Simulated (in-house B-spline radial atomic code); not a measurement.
A fraction x of an electron is removed from 4d in Tc III (Tc2+), starting from [Kr] 4d5 and keeping the highest spin. All numbers are computed (non-relativistic LDA PW92, spin-polarised, spherical fractional occupations; point nucleus) with an all-electron radial atomic-structure program (B-spline basis), not measured.

| x | E(x) - E(0) (eV) | 4d up level (eV) |
| --- | --- | --- |
| 0 | 0.0000 | -24.208 |
| 0.08 | 1.9753 | -25.177 |
| 0.25 | 6.4325 | -27.267 |
| 0.37 | 9.7942 | -28.766 |
| 0.47 | 12.7340 | -30.031 |
| 0.5 | 13.6406 | -30.413 |
| 0.57 | 15.8008 | -31.308 |
| 0.75 | 21.6456 | -33.641 |
| 0.84 | 24.7263 | -34.822 |
| 0.98 | 29.7311 | -36.679 |
| 1 | 30.4674 | -36.947 |

The exact functional would give a straight line between the two integer points. Deviations E(x) - E(0) - x[E(1) - E(0)], in eV: -0.462 at x = 0.08, -1.184 at x = 0.25, -1.479 at x = 0.37, -1.586 at x = 0.47, -1.593 at x = 0.5, -1.566 at x = 0.57, -1.205 at x = 0.75, -0.866 at x = 0.84, -0.127 at x = 0.98.

The curve lies below the straight line by up to 1.593 eV (at x = 0.5): convex, the delocalisation error that favours fractional charges.

(1) How well does Slater's transition state (minus the level at half occupation) give the ionisation energy?

## Answers

(1) It gives 30.413 eV against 30.467 eV from the two total energies; NIST lists 29.55 eV, ground level to ground level.
